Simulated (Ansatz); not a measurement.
Input file for Ansatz (a quantum-chemistry and plane-wave program): R-SVWN5/def2-TZVPP on FHOTe (SMILES O[Te]F), a point of a torsion scan. Elements past Kr take the def2 small-core potentials; no spin–orbit coupling.

Ansatz 0.2 input:
```yaml
crystal:
  periodic: [false, false, false]
  atoms:
    - {symbol: O, position_ang: [-1.11055907, 0.17746226, 0.23570116]}
    - {symbol: Te, position_ang: [0.65223798, 1.00480644, -0.06439998]}
    - {symbol: F, position_ang: [1.03354475, -0.29035549, -1.51470795]}
    - {symbol: H, position_ang: [-1.17289579, -0.53925225, -0.39976531]}
basis:
  gaussian:
    orbitals: def2-TZVPP
hamiltonian:
  xc: {name: SVWN5}
scf: {lower_state_search: off}
```

Output:

```
WARN ansatz: RAYON_NUM_THREADS=1 ignored (pool sized by the plan → 1); use --threads N
Functional definition: SVWN5
these checks for a lower state are left out or cut short: stability, starts, cluster_reference, orbital_swaps, neighbouring_geometries, increment
integrals: 0.04 GiB planned
752 factors; their error is unknown
mean field: 0.31 GiB planned
mean field evaluation 1: about -12024.8301 eV, gradient 7.2e1 eV
mean field evaluation 2: about -11917.9932 eV, gradient 1.9e2 eV
mean field evaluation 4: about -12032.3652 eV, gradient 2.4e1 eV
mean field evaluation 8: about -12033.3945 eV, gradient 2.1e-1 eV
mean field evaluation 16: about -12033.2737 eV, gradient 3.7e-4 eV
mean field -12033.27374849 eV, -442.2146538111 hartree, gradient 2.4e-6 eV, S^2 0.000000; 0 other end points of the search recorded, 0 dependent functions left out
reference -12033.27377740 eV, -442.2146548735 hartree; 21, 21 occupied and 105, 105 virtual orbitals, 752 factors
Total energy: -12033.27377740 eV, -442.2146548735 hartree
Checks for a lower state left out: stability, starts, cluster_reference, orbital_swaps, neighbouring_geometries, increment
```

The calculation finished and met its thresholds.

Cost: about 0.7 core-seconds (a rough figure).
